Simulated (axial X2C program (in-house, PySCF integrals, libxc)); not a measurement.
## PbCl: from the spin-free to the two-component result

Calculated with an in-house relativistic program for diatomic molecules. Spin-free means the one-electron spin-free X2C Hamiltonian; two-component (2c) means X2C with spin–orbit coupling and atomic mean-field two-electron Coulomb and Gaunt terms, so the difference of the two also holds small scalar two-electron terms. Basis: Pb dyall-cv3z [12s14p10d7f1g], Cl dyall-av3z [9s8p3d2f] (cores contracted in-house); Gaussian nuclei, density fitting, unrestricted open shells. Masses: Pb 207.977 u, Cl 34.969 u.

Spin-free state: M_S = 1/2, Λ = 1 (beyond evenly filled blocks: π+α); fragments Pb + Cl.

| level | Re (Å) | ωe (cm⁻¹) | De (eV) | μ (D) |
| --- | --- | --- | --- | --- |
| PBE0 | 2.464 | 312.6 | 3.759 | -3.58 |
| HF | 2.491 | 303.6 | 2.384 | -4.21 |
| MP2 | 2.485 | 310.4 | 3.761 | n/a |
| CCSD | 2.488 | 307.8 | 3.497 | n/a |
| CCSD(T) | 2.491 | 306.9 | 3.612 | n/a |
| TPSSh | 2.476 | 307.6 | 3.781 | -3.56 |

Correlated methods: 11 electrons correlated (number of frozen shells: Pb 5 s, 4 p, 3 d, 1 f; Cl 2 s, 1 p), 261 virtual spin orbitals or spinors in MP2, 90 natural virtuals in coupled cluster.

Dipoles are positive if Cl is the positive end.

Question: Within this multiplet, which Ω should lie lowest by the rule for regular and inverted multiplets?

Answer: The open π shell holds one electron, so the multiplet is regular: Ω = Λ − 1/2 = 1/2. The PBE0 2c search agrees.

Two-component determinant lowest at the distance of the search:

Ω = 1/2 (⟨Sz⟩ = -0.45, ⟨Lz⟩ = 0.95 at HF); fragments Pb + Cl.

| level | Re (Å) | ωe (cm⁻¹) | De (eV) | μ (D) |
| --- | --- | --- | --- | --- |
| PBE0 | 2.485 | 297.6 | 3.122 | -3.90 |
| HF | 2.514 | 286.5 | 2.152 | -4.61 |
| MP2 | 2.504 | 296.8 | 3.140 | n/a |
| CCSD | 2.508 | 293.8 | 2.753 | n/a |
| CCSD(T) | 2.511 | 293.3 | 2.855 | n/a |
| TPSSh | 2.497 | 293.3 | 3.234 | -3.88 |

Question: From the two tables, how do the constants change at the CCSD(T) level (2c against spin-free)?

Answer: At the CCSD(T) level Re increases by 0.020 Å and ωe goes down by 13.6 cm⁻¹; De changes by -0.757 eV.

Occupations by symmetry block were frozen at the best pattern of an incomplete PBE0 search. Dissociation energies refer to the lowest single-determinant-based atoms at the same level and basis. Density functionals use the spin component along the axis (collinear). Coupled cluster ran in a truncated set of natural virtual spinors; the MP2 energy of the rest was added. (T) has no such correction and the atoms are truncated less, which lowers De at CCSD(T) by a hundredth of an eV or more. In 2c an atomic determinant is not the ground J level, so De misses part of the atomic spin–orbit lowering. This holds for PBE0, TPSSh. The functionals have no current-density term, which raises determinants with orbital currents, atoms included. With the outer-core shells frozen, correlated bond lengths of heavy atoms tend to come out a few hundredths of an ångström too long.
